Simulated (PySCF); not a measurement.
1-bromo-1,2,2-trichloroethene (C₂BrCl₃), SMILES ClC(Cl)=C(Cl)Br. The structure is a stationary point at PBE-D3(BJ)/def2-SVP.

Computed equilibrium geometry at PBE-D3(BJ)/def2-SVP (PySCF confirms it by a frequency run) as bond lengths and angles, and its point group:
point group Cs.
Atoms: Cl1 C2 Cl3 C4 Cl5 Br6. Bond lengths (Å): Cl1–C2 1.725, C2–Cl3 1.727, C2–C4 1.364, C4–Cl5 1.723, C4–Br6 1.886. Angles (°): Cl1–C2–Cl3 115.7, Cl1–C2–C4 122.7, Cl3–C2–C4 121.6, C2–C4–Cl5 121.8, C2–C4–Br6 122.0, Cl5–C4–Br6 116.2.
